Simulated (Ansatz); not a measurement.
Computed with Ansatz on PBE0-D4/def2-TZVP structures; ΔE is electronic, products minus reactants. CCSD(T)/CBS is the MP2 limit (def2-TZVPP, def2-QZVPP) plus CCSD(T) − MP2 in def2-TZVPP, frozen cores. This one scheme is used for every species. DFT in def2-TZVPP. B3LYP here is the variant with VWN-RPA as its local correlation; programs differ in this. One conformer a species, not always the lowest.

`CCCCCCCCC` + HCl → `CCCCCCl` + `CCCC`  (substitution at a C–C bond)

Task: Is it downhill or uphill in electronic energy at CCSD(T)/CBS, and by how much? (An estimate is asked.)

Result: Ansatz gave: Uphill: ΔE = +0.04 eV.

Task: What do these levels give: ωB97M-V, B2PLYP, PBE, r2SCAN, PBE0, B3LYP, HF/def2-TZVPP, CCSD/def2-TZVPP, CCSD(T)/def2-TZVPP, HF/def2-QZVPP, HF/CBS(def2), CCSD/CBS(def2)? (Estimate.)

Result: Ansatz gave: ωB97M-V 0.02, B2PLYP -0.09, PBE -0.13, r2SCAN -0.07, PBE0 -0.09, B3LYP -0.17, HF/def2-TZVPP -0.19, CCSD/def2-TZVPP 0.06, CCSD(T)/def2-TZVPP 0.07, HF/def2-QZVPP -0.19, HF/CBS(def2) -0.19, CCSD/CBS(def2) 0.02 eV.

Largest T1 diagnostic among the species: 0.009.

From PBE to PBE0 (25 % exact exchange), in def2-TZVPP and without D4, ΔE moves by +0.04 eV. In def2-TZVPP, CCSD(T) changes the Hartree–Fock value by +0.26 eV (the triples alone add +0.02 eV) and MP2 by +0.26 eV.
